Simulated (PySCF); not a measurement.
## Structure from NMR data

Molecular formula: C₆H₇NO₂. Simulated spectra:

$^{1}$H NMR (500 MHz, computed): δ 7.46 (d, 1H), 5.28 (d, 1H), 4.93 (s, 1H), 3.44 (br s, 1H), 2.92 (s, 3H).

$^{13}$C{$^{1}$H} NMR (computed): δ 164.4 (C), 159.7 (CH), 158.5 (C), 104.2 (CH), 86.9 (CH), 30.6 (CH3).

All values are calculated (PySCF 2.14.0 with density-fitted response routines): geometry from GFN2-xTB, PBE0/pcSseg-1 with gauge-including orbitals. No relativistic terms, gas phase, fast rotation and ring inversion assumed for equivalent nuclei, one conformer.

Referencing at the same level of theory: $^{1}$H and $^{13}$C against TMS.

Deduce the structure.

## Answers


- Rings plus π bonds: 4 (1 ring in the answer).
- 6 carbon signals for 6 carbons: no two carbons are equivalent.
- Carbon types of the structure: 2 × C, 3 × CH, 1 × CH3, leaving 1 H on heteroatoms.
- δC 164.4: ring carbonyl carbon.
- δC 159.7, 104.2, 86.9: unsaturated ring CH.
- δC 158.5: unsaturated ring carbon.
- δC 30.6: methyl carbon bonded to N; deshielded by the electronegative neighbour.
- δH 7.46, 5.28, 4.93: hydrogen on a unsaturated ring CH.
- δH 3.44: hydrogen on a nitrogen on an unsaturated ring; exchangeable, gas-phase position.
- δH 2.92: hydrogen on a methyl carbon bonded to N; its carbon carries N, hence the downfield position.

These data were computed for SMILES CNc1ccoc(=O)c1.

This is the structure that produced the data.

The OH or NH signal is concentration- and solvent-dependent in practice; the value given is the gas-phase one. Shifts are as computed. Against solution values, carbons near 30 ppm lie about +3 ppm off and those near 130 ppm about +5 ppm. Of 1211 compounds with measured shifts, 218 miss one by over three times the rms of a fit or turn the order of signals round; such compounds aren't used in these exercises. Multiplicities follow the n + 1 count of equivalent neighbours, as no J values were calculated; m marks all less simple cases, F and P coupling included.
